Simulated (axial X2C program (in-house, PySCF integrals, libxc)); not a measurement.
## TaBr: properties at the nuclei

Computed with an in-house all-electron X2C program for linear molecules (integrals from PySCF): two-component X2C with atomic mean-field Coulomb and Gaunt terms, Gaussian nuclei, basis Ta dyall-cv3z, Br dyall-cv3z with contracted cores.

R = 2.427 Å (near the PBE0 minimum at charge 0 of the determinant lowest at the starting distance; the state shown can have its own minimum elsewhere).

Determinant lowest in the PBE0 search, Ω = 1 (⟨Sz⟩ = 1.97, ⟨Lz⟩ = -0.97 at PBE0), spin on the atoms Ta 1.99, Br -0.02:

```tsv
level	Eeff magnitude (GV/cm)	Ws magnitude Ta (kHz)	A∥/gI Ta (MHz)	qzz Ta (a.u.)	A∥/gI Br (MHz)	qzz Br (a.u.)	μ (D)
PBE0	27.5	26.2	4290	1.46	-65.2	1.65	-2.81
HF	24.3	23	3750	-0.16	-39.9	0.97	-3.34
PBE50	27.4	26	4230	0.84	-54.2	1.54	-3.25
PBE	27.1	25.8	4310	1.99	-82	1.73	-2.29
TPSSh	28.1	26.7	4130	1.80	-74.2	1.66	-2.68
```

Determinant 0.12 eV from it at PBE0 and this distance, Ω = 2 (⟨Sz⟩ = -0.95, ⟨Lz⟩ = 2.95 at PBE0), spin on the atoms Ta -0.97, Br 0.01:

| level | Eeff magnitude (GV/cm) | Ws magnitude Ta (kHz) | A∥/gI Ta (MHz) | qzz Ta (a.u.) | A∥/gI Br (MHz) | qzz Br (a.u.) | μ (D) |
| --- | --- | --- | --- | --- | --- | --- | --- |
| PBE0 | 13 | 6.23 | 1010 | -3.29 | 83.7 | 1.64 | -1.73 |
| HF | 81.2 | 39.9 | 960 | -5.79 | 87.2 | 1.26 | -1.91 |
| PBE50 | 27.4 | 13.3 | 1090 | -4.27 | 78.4 | 1.59 | -2.01 |
| PBE | 5.81 | 2.75 | 958 | -2.47 | 95.3 | 1.62 | -1.29 |
| TPSSh | 4.83 | 2.28 | 936 | -2.95 | 83.6 | 1.58 | -1.67 |

Eeff is the effective electric field on the electron electric dipole moment in this Ω state and Ws the scalar–pseudoscalar constant of the nucleus named (defined with the proton number Z and per Ω); A∥ (defined per Ω) follows by multiplying with gI = μI/(I μN); qzz is the electric field gradient, eQq0 = 234.96 MHz × Q/barn × qzz; μ is positive if the Br end (last atom) is positive. The operators were transformed with the bare-nucleus X2C matrices; with these basis sets, hyperfine constants and field gradients can be off by tens of per cent, and where levels differ in sign neither size nor sign is settled.

Task: With gI(181Ta) = 0.6773, Q(79Br) = 0.3087 barn (g factors from the IAEA table of nuclear moments by Stone; Q from Pyykkö, Mol. Phys. 2018), turn the PBE0 values of the first state into constants in MHz.

Result: A∥(181Ta) = 4290 × 0.6773 = 2910 MHz; eQq0(79Br) = 234.96 × (0.3087) × (1.65) = 120 MHz.

Each state is one determinant with collinear spin, which with several unpaired electrons need not be a pure state. Unrestricted Hartree–Fock can overshoot spin polarisation at the nuclei. With several open shells hyperfine constants can be off by a factor of several. Where Eeff spreads by more than a factor of two the levels disagree and none is to be relied on. Open-shell Ω = 0 determinants with evenly filled partner blocks cannot be reached by this program, so the Ω shown need not be the lowest component. States lie within half an eV, so the first need not be the ground state. Further determinants of the search, some of them spin-mixed, are not shown. Where a field gradient or hyperfine factor spreads by more than a factor of two over the levels, a constant derived from it is not to be relied on. PBE0 term energies can be off by some tenths of an eV.
